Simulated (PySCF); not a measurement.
hexafluoroantimonate (F6Sb), SMILES [F][Sb-]([F])([F])([F])([F])[F], charge -1.

The structure is a stationary point at B3LYP-D3(BJ)/def2-SVPD. The def2 effective core potentials stand for the cores of Sb; spin–orbit coupling is left out.

Method: PySCF with IEF-PCM-ωB97X/def2-SVPD.

The values are the electrostatic part of the solvation free energy, E(continuum) − E(gas) at the gas-phase geometry, in a cavity of scaled van der Waals radii (PySCF's table); cavitation and dispersion terms are not included. A continuum can't describe solvent molecules that bind to the metal. In vacuum the orbital gap is 12.97 eV.

```csv
solvent,ε,ΔG(elec) (kcal/mol),gap (eV)
water,78.36,-49.8,13.04
diethylether,4.24,-38.5,13.03
n-hexane,1.88,(withheld),(withheld)
```

**Question.** Complete the blanks. (The exact figures need the calculation; the answer reports its results.)

**Answer.** 
- n-hexane, ΔG(elec) (kcal/mol): -23.6
- n-hexane, gap (eV): 13.01
